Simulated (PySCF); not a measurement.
Gas-phase reaction: GeO + Br2 ⇌ GeBr2 + O

Method: PySCF energies (xtb for GFN2) plus ideal-gas RRHO corrections (1 bar). † marks an energy on the PBE0/def2-TZVP geometry and frequencies; other levels use their own. 6-31G* has spherical d functions here. Open shells (unrestricted): O (multiplicity 3); the rest are closed-shell singlets. GFN2 has no spin-polarisation term. Spin-orbit splitting is ignored; it lowers the true energy and changes the entropy of O. Br, Ge: all electrons, no relativistic terms.

```
level               ΔH°(298 K), kJ
------------------  --------------
BLYP/def2-TZVP†                207
GFN2-xTB                       568
HF/6-31G*                      ___
HF/def2-TZVP†                  -96
M06-2X/def2-TZVP†              143
PBE/def2-SVP                   ___
PBE/def2-TZVP†                 ___
PBE0/def2-SVP†                 127
PBE0/def2-TZVP                 ___
LDA/def2-TZVP†                 263
ωB97M-V/def2-TZVP†             160
```

Question: Complete the blanks.

Answer: 
- HF/6-31G*, ΔH°(298 K), kJ: -116
- PBE/def2-SVP, ΔH°(298 K), kJ: 195
- PBE/def2-TZVP†, ΔH°(298 K), kJ: 202
- PBE0/def2-TZVP, ΔH°(298 K), kJ: 140
